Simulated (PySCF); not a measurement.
MoO2(OH)2, optimised at PBE0/def2-TZVP:

```xyz
7

O     -0.2393     0.7098    -1.3312
Mo    -0.0494    -0.0930     0.1274
O      0.3085    -1.7024    -0.1723
O      1.3489     0.7073     1.0768
O     -1.6328    -0.0033     1.1181
H      2.0413     0.2064     1.5161
H     -2.3484     0.6045     0.9138
```

Method: PySCF energies (xtb for GFN2) plus ideal-gas RRHO corrections (1 bar). All species are closed-shell singlets. Mo: scalar-relativistic def2 core potential, no spin-orbit coupling. Warning, point group unlike the PBE0 one: MoO2(OH)2 (GFN2-xTB).

Task: List the harmonic frequencies (cm⁻¹, unscaled) at this level and at the other levels, each on its own geometry.

Result: 
- PBE0/def2-TZVP: 206, 231, 238, 274, 277, 307, 372, 626, 643, 740, 757, 1044, 1069, 3888, 3893
- GFN2-xTB: 174, 212, 215, 234, 290, 298, 337, 462, 471, 598, 623, 903, 940, 3558, 3561
- PBE/def2-SVP: 184, 216, 220, 258, 262, 291, 350, 588, 601, 712, 736, 993, 1003, 3730, 3735
